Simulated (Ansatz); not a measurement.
This geometry of CH2AlClO (6 atoms, charge 0, multiplicity 1) is a first-order saddle point.

These are results of RKS PBE0/def2-SVP in Ansatz, not measurements.

```xyz
6
Properties=species:S:1:pos:R:3
Cl -2.061 -2.055 0.360
Al -0.577 -0.623 0.162
C 0.501 0.867 0.555
O 0.656 -0.317 -1.038
H 1.341 0.210 -0.257
H 0.184 1.854 0.172
```

Which two structures does it join? (They come from a converged band through this point; their orientation in space is the band's.)

Bonds broken: C3–H5. Bonds formed: O4–H5.

Image 0:

```xyz
6
Properties=species:S:1:pos:R:3
Cl -2.134 -2.168 0.436
Al -0.690 -0.713 0.127
C 0.630 0.633 0.091
O 0.133 0.040 -1.172
H 1.697 0.438 0.278
H 0.406 1.706 0.193
```

Image 10:

```xyz
6
Properties=species:S:1:pos:R:3
Cl -1.780 -2.261 0.334
Al -0.922 -0.366 0.160
C 0.223 1.010 0.503
O 0.716 -0.040 -0.714
H 1.539 -0.420 -0.385
H 0.265 2.012 0.055
```

How far does it lie above each of them?

273.3 kJ/mol above the first and 55.2 kJ/mol above the second. This is the barrier of this one path; another mechanism may lie lower. The orbitals stay closed-shell, which can raise the energy where a bond breaks towards radicals; this wasn't checked here.

Time of the run: 6.4 min on 1 thread of Arm Neoverse V1, with other jobs on the host, peak memory 0.14 GiB.
